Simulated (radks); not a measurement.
Question: These are the eigenvalues of the occupied orbitals of an atom or ion with whole-number occupations (Ry). All-electron calculation, non-relativistic Kohn-Sham, BLYP, spin-polarised, spherical densities, point nucleus. Program: a radial shooting solver on a logarithmic mesh with Libxc functionals.

orbital  eigenvalue
1s        -180.8886
2s        -19.82000
2p        -15.89195
3s         -4.83171

Which element is it, and in what charge state? The configuration may be excited. Open shells, if any, are filled with parallel spins first.

Answer: Z = 16, sulfur, charge +4: S4+ in [Ne] 3s2. The list shows which subshells hold electrons but not how many an open one holds; the 1s level, -90.444 hartree, gives Z - s = 13.4 by -(Z - s)^2/2, which with screening narrows Z to a few neighbours, and the depths of the outer levels then fix element, charge and occupations together.
